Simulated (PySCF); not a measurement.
F4H2OSi2, SMILES F[SiH2]O[Si](F)(F)F. Atoms are numbered in the order given.

```xyz
9

Si     1.8531     0.5330     0.8056
F      2.4477    -0.9535     0.5951
O      0.4056     0.6220     0.0081
Si    -1.0260    -0.0081    -0.3785
F     -2.1271     1.1400    -0.4385
F     -1.4847    -1.0863     0.7023
F     -0.9721    -0.7198    -1.8013
H      1.6287     0.7415     2.2544
H      2.7727     1.5095     0.1836
```

Geometry: PBE0-D3(BJ)/def2-SVP. Other conformers were not sampled.

Calculation: PBE/pcSseg-1 run with PySCF.

GIAO shieldings, no solvent; atoms listed in one row are averaged. δ = σ(ref) − σ: ²⁹Si against TMS (σ = 335.4 ppm); ¹⁹F against CFCl3 (σ = 133.6 ppm); ¹⁷O against H2O (σ = 334.3 ppm); ¹H against TMS (σ = 31.49 ppm), references at their B3LYP-D3(BJ)/def2-TZVP geometries, non-relativistic.

Computed chemical shifts:
| nucleus | atoms | count | δ (ppm) |
|---|---|---|---|
| ²⁹Si | Si1 | 1 | -24.7 |
| ²⁹Si | Si4 | 1 | -102.2 |
| ¹⁹F | F2 | 1 | -181.7 |
| ¹⁹F | F5, F6, F7 | 3 | -187.4 |
| ¹⁷O | O3 | 1 | 88.8 |
| ¹H | H8 | 1 | 5.60 |
| ¹H | H9 | 1 | 5.45 |
